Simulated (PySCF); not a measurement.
## Spinor energies of Sn¹⁶⁺ (tin, charge +16)

Start: [Ar] 3d10 4s2 4p4; 4p1/2 filled at m_j = -1/2, +1/2; 4p3/2 filled at m_j = +1/2, +3/2. Calculated with PySCF 2.14 in an uncontracted even-tempered set (18 s from 0.84 bohr⁻², ratio 2.8; 14 p from 1.1 bohr⁻², ratio 2.8; 9 d from 1.9 bohr⁻², ratio 2.8; 4 f from 6.9 bohr⁻², ratio 3): generalised Hartree-Fock with the X2C-1e Hamiltonian and a Gaussian nucleus; spin-orbit coupling (SO) screened by Boettger's factors.

```tsv
spinor shell	electrons	ε, screened SO (eV)	weight of nominal j (screened SO)	rms radius, screened SO (bohr)
1s1/2	2	-29751.8	1.000	0.0333
2s1/2	2	-4927.0	1.000	0.136
2p1/2	2	-4619.1	1.000	0.117
2p3/2	4	-4385.0	1.000	0.123
3s1/2	2	-1299.2	1.000	0.359
3p1/2	2	-1173.6	1.000	0.352
3p3/2	4	-1127.7	1.000	0.363
3d3/2	4	-908.08	0.998	0.335
3d5/2	6	-898.58	0.998	0.338
4s1/2	2	-494.12	1.000	0.790
4p1/2	2	-446.77	0.941	0.817
4p3/2	2	-437.35	0.952	0.835
```

```tsv
quantity	screened SO
E (hartree)	-6077.91247
M_J	2
⟨J²⟩	6.009
⟨L²⟩	2.829
⟨S²⟩	1.607
```

Each row is a mean over spinors that exchange with the open shell spreads, by up to 11.707 eV (4s1/2).

Breit and QED terms are absent; they matter most for the inner s and p1/2 levels.

Densities and radii are taken from the X2C orbitals without a picture-change correction, which distorts them close to the nucleus.
